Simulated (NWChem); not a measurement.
System: CH$_{5}$AlO$_{2}$; SMILES [OH][AlH][O]C

NWChem input:

```
start job
memory heap 200 mb stack 900 mb global 1100 mb
geometry units angstroms noautoz
  Al    -0.499628     0.666940    -0.034475
  H     -2.069196     0.653506    -0.143030
  O      0.279485     2.172649     0.023363
  H      1.226246     2.305742     0.089218
  O      0.436501    -0.743026     0.026867
  C      0.308789    -2.123078     0.011303
  H      0.745047    -2.567936     0.923859
  H     -0.743206    -2.461961    -0.050678
  H      0.846253    -2.557954    -0.850743
end
basis spherical
  * library 3-21g
end
dft
  xc b3lyp
  iterations 150
  mulliken
end
task dft energy
```

All runs use the structure optimised with PBE0/def2-SVP. B3LYP is NWChem's, with the RPA form of VWN correlation.

Question: Predict the main results of this run. (B3LYP/3-21G.) Quantities: basis functions; energy (Ha); highest occupied level (eV); orbital gap (eV); dipole (D).

Answer: 
- number of basis functions = 50
- energy (Ha) = -431.70
- highest occupied level (eV) = -7.11
- orbital gap (eV) = 7.15
- dipole (D) = 1.74
